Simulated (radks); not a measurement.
Results of a calculation; reference values are marked as such.
Q: Ionisation of Se+, [Ar] 3d10 4s2 4p3, to Se2+, [Ar] 3d10 4s2 4p2, under several functionals. Scalar-relativistic Kohn-Sham, spin-polarised, spherical densities, point nucleus; open shells are filled with parallel spins first; a radial shooting solver on a logarithmic mesh with Libxc functionals. Known Delta-SCF values: PBE 21.313 eV. What does OLYP give, and what is its highest occupied eigenvalue?

A: 21.239 eV by Delta-SCF; the 4p eigenvalue is -16.298 eV. NIST: 21.20 eV (measured).
